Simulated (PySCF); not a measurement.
**A single-point calculation**

Bi(CH3)2I (singlet). PySCF 2.14.0, RKS CAM-B3LYP, Bi def2-SVP with ECP60, C def2-SVP, H def2-SVP, I def2-SVP with ECP28; non-relativistic Hamiltonian with scalar-relativistic core potentials where named; density fitting; no spin-orbit coupling. Purpose: singlet excitations, Tamm-Dancoff CAM-B3LYP.

```python
mol = gto.M(atom='''
Bi     0.42762     0.74051     0.82928
C      2.38873     0.78966    -0.38168
H      2.14936     0.87014    -1.45843
H      2.97617     1.67066    -0.05126
H      2.95674    -0.13972    -0.18358
C     -0.51007     2.46362    -0.38166
H     -0.32072     2.29653    -1.45842
H     -1.59893     2.49103    -0.18355
H     -0.04065     3.41277    -0.05124
I     -0.79561    -1.37776    -0.68009''',
    basis={'Bi': 'def2-SVP', 'C': 'def2-SVP', 'H': 'def2-SVP', 'I': 'def2-SVP'},
    ecp={'Bi': 'def2-SVP', 'I': 'def2-SVP'},
    charge=0, spin=0)
mf = dft.RKS(mol, xc='CAMB3LYP')
mf.grids.atom_grid = (50, 194)
mf = mf.density_fit()  # fitting sets: Bi def2-universal-JKFIT, C def2-universal-JKFIT, H def2-universal-JKFIT, I def2-universal-JKFIT
mf.conv_tol = 1e-08; mf.max_cycle = 55
mf.kernel(dm0)  # dm0: converged density of the relaxed state
td = mf.TDA(); td.nstates = 8; td.kernel()
```

Run from Python with OMP_NUM_THREADS=2; the lines above give its settings. Where DIIS fails, smearing, a level shift and second-order steps follow.
It took 39 s on 2 threads of Intel(R) Xeon(R) 6975P-C (Granite Rapids) (shared host), from an already converged density.

Q: Where do the frontier levels lie, over both spins?

A: HOMO -7.88 eV, LUMO -0.93 eV. 

Q: What are the Mulliken charges and spins?

A: 
| atom | charge (e) | spin (e) |
| --- | --- | --- |
| Bi1 | 0.522 | 0.000 |
| C2 | -0.303 | 0.000 |
| H3 | 0.073 | 0.000 |
| H4 | 0.053 | 0.000 |
| H5 | 0.067 | 0.000 |
| C6 | -0.304 | 0.000 |
| H7 | 0.073 | 0.000 |
| H8 | 0.068 | 0.000 |
| H9 | 0.053 | 0.000 |
| I10 | -0.303 | 0.000 |

Q: Which singlet excitations follow (Tamm-Dancoff, 8 states)?

A: 
| state | eV | oscillator strength |
| --- | --- | --- |
| 1 | 3.81 | 0.0163 |
| 2 | 3.99 | 0.0015 |
| 3 | 4.82 | 0.0576 |
| 4 | 5.47 | 0.0000 |
| 5 | 5.80 | 0.0695 |
| 6 | 6.01 | 0.0494 |
| 7 | 6.28 | 0.1373 |
| 8 | 6.52 | 0.0145 |

The geometry was relaxed with BP86 (Bi def2-SVP with ECP60, C def2-SVP, H def2-SVP, I def2-SVP with ECP28).
